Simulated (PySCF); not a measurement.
## [Pb(OCH3)2]2+ at several levels of theory

Computed with PySCF 2.14.0 (density fitting, no spin-orbit coupling) at the geometry relaxed with B3LYP:

```xyz
11
[Pb(OCH3)2]2+ (singlet; a saddle point, relaxed within its symmetry)
Pb    0.0000    0.0000    0.0000
O     0.0000    0.0000    1.8911
C     0.0000    0.0000    3.5156
H    -1.0742    0.0000    3.7347
H     0.5371   -0.9303    3.7347
H     0.5371    0.9302    3.7347
O     0.0000    0.0000   -1.8911
C     0.0000    0.0000   -3.5156
H    -1.0742    0.0000   -3.7347
H     0.5371    0.9302   -3.7347
H     0.5371   -0.9303   -3.7347
```

| level | basis | state | HOMO (eV) | gap (eV) | charge on Pb1 (e) | dipole about the centre of mass (D) | largest force component (eV/Å) |
| --- | --- | --- | --- | --- | --- | --- | --- |
| B3LYP | Pb def2-SVP with ECP60, O def2-SVP, C def2-SVP, H def2-SVP | singlet | -18.55 | 2.41 | 1.65 | 0.00 | 0.01 |
| revPBE | the same | singlet | -17.20 | 0.42 | 1.58 | 0.00 | 0.63 |
| PBE | the same | singlet | -17.25 | 0.38 | 1.56 | 0.00 | 0.61 |
| BLYP | the same | singlet | -17.13 | 0.44 | 1.53 | 0.00 | 0.63 |
| TPSSh | the same | singlet | -17.97 | 1.64 | 1.66 | 0.00 | 0.05 |
| B3LYP | Pb def2-TZVP with ECP60, O def2-TZVP, C def2-TZVP, H def2-TZVP | singlet | -18.50 | 2.49 | 1.59 | 0.00 | 1.31 |

Charges are Mulliken's, which hang on the basis. The relaxation used the grid (50, 194), these runs (75, 302) or, all-electron (x2c bases, spin-free X2C Hamiltonian), (99, 590).

What does B3LYP with Pb x2c-SVPall, O x2c-SVPall, C x2c-SVPall, H x2c-SVPall give here?

state singlet, HOMO (eV) -18.52, gap (eV) 2.42, charge on Pb1 (e) 1.64, dipole about the centre of mass (D) 0.00, largest force component (eV/Å) 0.87. Time: 46 s on 2 threads of Arm Neoverse V2, with other jobs on the host, from free ions and atoms.

In the first row's basis the gap widens with exact exchange: 0.4 eV for PBE, revPBE, BLYP (none); 1.6 to 2.4 eV for TPSSh, B3LYP (a fixed share).

Small gap, closed shell not tested for a spin-broken solution: revPBE, PBE, BLYP, TPSSh.
